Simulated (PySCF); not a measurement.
## Computed spin Hamiltonian

C4H8FO2Si (doublet state).
Numbering: `[CH3:1][O:2][Si:3]([F:4])/[CH:5]=[CH:6]\[CH2:7][OH:8]` (hydrogens: H9, H10, H11 on C1; H12 on C5; H13 on C6; H14, H15 on C7; H16 on O8)

Cartesian coordinates in Å at the GFN2-xTB level; atoms count from 1:
```
atom  x, y, z in Å
C1     2.039    0.340    2.056
O2     0.934    0.266    1.201
Si3    0.813    0.827   -0.335
F4     2.387    0.877   -0.828
C5     0.030   -0.397   -1.505
C6    -1.257   -0.722   -1.511
C7    -2.251   -0.199   -0.517
O8    -1.687    0.616    0.476
H9     2.024   -0.539    2.701
H10    1.968    1.240    2.672
H11    2.976    0.364    1.499
H12    0.662   -0.756   -2.305
H13   -1.677   -1.382   -2.258
H14   -2.810   -1.037   -0.074
H15   -2.973    0.435   -1.046
H16   -1.186    0.075    1.097
```

The hyperfine couplings belong to this conformer and change with its torsions.

Method: PySCF, UKS B3LYP, pcH-1 on C F H O Si, non-relativistic, mean-field spin-orbit, GIAO. Isolated species at its GFN2-xTB geometry (one conformer only). A GFN2-xTB geometry isn't a minimum of the functional, and hyperfine couplings can be far from their values at a DFT geometry, by a factor of two or more for some ions and for spin on atoms past the first row. No stability test was run, so a lower SCF solution isn't excluded.

- g1, g2, g3: 2.00109, 2.00185, 2.00198
- g_iso: 2.00164
- Form of g: close to axial: the two nearest values differ by 15 % of g3 − g1
- ⟨S²⟩: 0.7518 (exact 0.7500)
- α and β electrons: 36, 35
- Total energy: -697.08834 Eh

Isotropic coupling and dipolar principal values T1 to T3, in mT (MHz turned into mT with g_iso):

| atom | isotope | a_iso | of which spin–orbit | T1 | T2 | T3 | Mulliken spin population |
| --- | --- | --- | --- | --- | --- | --- | --- |
| C1 | 13C | -0.09 | 0.00 | -0.04 | -0.03 | 0.06 | 0.00 |
| O2 | 17O | -1.38 | 0.00 | -1.08 | 0.52 | 0.56 | 0.06 |
| Si3 | 29Si | -33.03 | 0.03 | -4.66 | 2.31 | 2.35 | 0.78 |
| F4 | 19F | 9.72 | 0.05 | -4.58 | -4.30 | 8.88 | 0.04 |
| C5 | 13C | 3.74 | 0.00 | -0.40 | -0.26 | 0.66 | 0.03 |
| C6 | 13C | 0.16 | 0.00 | -0.17 | -0.13 | 0.30 | 0.05 |
| C7 | 13C | 0.06 | 0.00 | -0.03 | -0.02 | 0.05 | 0.00 |
| O8 | 17O | -0.92 | 0.00 | -0.30 | 0.15 | 0.15 | 0.01 |
| H9 | 1H | 0.23 | 0.00 | -0.06 | -0.04 | 0.10 | 0.00 |
| H10 | 1H | 0.16 | 0.00 | -0.08 | -0.06 | 0.14 | 0.01 |
| H11 | 1H | 0.00 | 0.00 | -0.08 | -0.05 | 0.13 | 0.00 |
| H12 | 1H | 0.51 | 0.00 | -0.18 | -0.03 | 0.21 | 0.01 |
| H13 | 1H | 0.22 | 0.00 | -0.10 | -0.05 | 0.15 | 0.00 |
| H14 | 1H | 0.54 | 0.00 | -0.04 | -0.03 | 0.07 | 0.01 |
| H15 | 1H | 0.14 | 0.00 | -0.06 | -0.04 | 0.09 | 0.00 |
| H16 | 1H | -0.04 | 0.00 | -0.16 | -0.03 | 0.19 | 0.00 |

Largest spin populations (Mulliken): Si3 (+0.78) and O2 (+0.06). No atom but Si3 exceeds +0.15. The angles at Si3 add up to 319.3°, so it is pyramidal.

Under fast tumbling the dipolar parts average out, and these isotropic splittings remain: 1 × 19F (F4, I = 1/2, 2 lines) with 9.72 mT, 1 × 1H (H12, I = 1/2, 2 lines) with 0.51 mT, 2 × 1H (H14/H15, I = 1/2, 3 lines) with 0.34 mT, 1 × 1H (H13, I = 1/2, 2 lines) with 0.22 mT, 3 × 1H (H9/H10/H11, I = 1/2, 4 lines) with 0.13 mT and 1 × 1H (H16, I = 1/2, 2 lines) with 0.04 mT.

Class means assume fast exchange of nuclei equivalent by connectivity; if that motion is slow, each nucleus keeps its own coupling. The three 1H nuclei of mean +3.6 MHz run from -0.1 to 6.3 MHz in the frozen geometry. The 1H value of +9.4 MHz is a mean of couplings from 3.8 to 15.1 MHz in this one geometry, not an average over conformers.

The 13C coupling of C5 (104.7 MHz) shows only in satellite lines or after enrichment, since that isotope makes up about 1.07 % of natural carbon.

The 29Si coupling of Si3 (-925.3 MHz) shows only in satellite lines or after enrichment, since that isotope makes up about 4.7 % of natural silicon.

The spin density at the nucleus, in bohr⁻³, is negative for C1 (-0.0023), for instance. A restricted open-shell determinant has no negative spin density anywhere; here it arises because α and β orbitals differ (spin polarisation).

The run took 1.9 min wall (grids of density and orbitals included) on one thread, Arm Neoverse V2 (aarch64), shared host with 96 logical CPUs at a one-minute load of 84, and the process peaked at 0.96 GiB of memory.
